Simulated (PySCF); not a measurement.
C6H6, SMILES C=C1C=CC=C1. Atoms are numbered in the order given.

```xyz
12

C      0.0000     0.0000     2.1012
C      0.0000     0.0000     0.7567
C      0.0000    -1.1773    -0.1237
C      0.0000    -0.7349    -1.4036
C      0.0000     0.7349    -1.4036
C      0.0000     1.1773    -0.1237
H      0.0000     0.9345     2.6688
H      0.0000    -0.9345     2.6688
H      0.0000    -2.2102     0.2233
H      0.0000    -1.3542    -2.3018
H      0.0000     1.3542    -2.3018
H      0.0000     2.2102     0.2233
```

The structure is a stationary point at PBE0-D3(BJ)/def2-SVP.

Two levels are set side by side: PBE/pcSseg-1 (PySCF) and B3LYP/pcSseg-1 (PySCF). GIAO shifts against TMS (¹H), TMS (¹³C) at the same level; non-relativistic, no solvent, atoms listed together averaged. Differences are taken from unrounded values.

| quantity | B3LYP |
|---|---|
| δ(¹³C) of C1 (ppm) | 134.5 |
| δ(¹³C) of C2 (ppm) | 163.6 |
| δ(¹³C) of C3, C6 (ppm) | 132.8 |
| δ(¹³C) of C4, C5 (ppm) | 143.8 |
| δ(¹H) of H7, H8 (ppm) | 6.23 |
| δ(¹H) of H9, H12 (ppm) | 6.47 |
| δ(¹H) of H10, H11 (ppm) | 6.78 |

Task: What does PBE give, and how far is it from B3LYP? (Estimate from the structure and the level; the computed values follow.)

Result: 
| quantity | PBE | PBE minus B3LYP |
|---|---|---|
| δ(¹³C) of C1 (ppm) | 133.5 | -0.9 |
| δ(¹³C) of C2 (ppm) | 162.1 | -1.5 |
| δ(¹³C) of C3, C6 (ppm) | 130.1 | -2.7 |
| δ(¹³C) of C4, C5 (ppm) | 141.7 | -2.1 |
| δ(¹H) of H7, H8 (ppm) | 6.31 | 0.08 |
| δ(¹H) of H9, H12 (ppm) | 6.42 | -0.05 |
| δ(¹H) of H10, H11 (ppm) | 6.81 | 0.03 |

Rough cost on one machine, each run with all the roots and properties that it gave: B3LYP against PBE within a factor of 2.
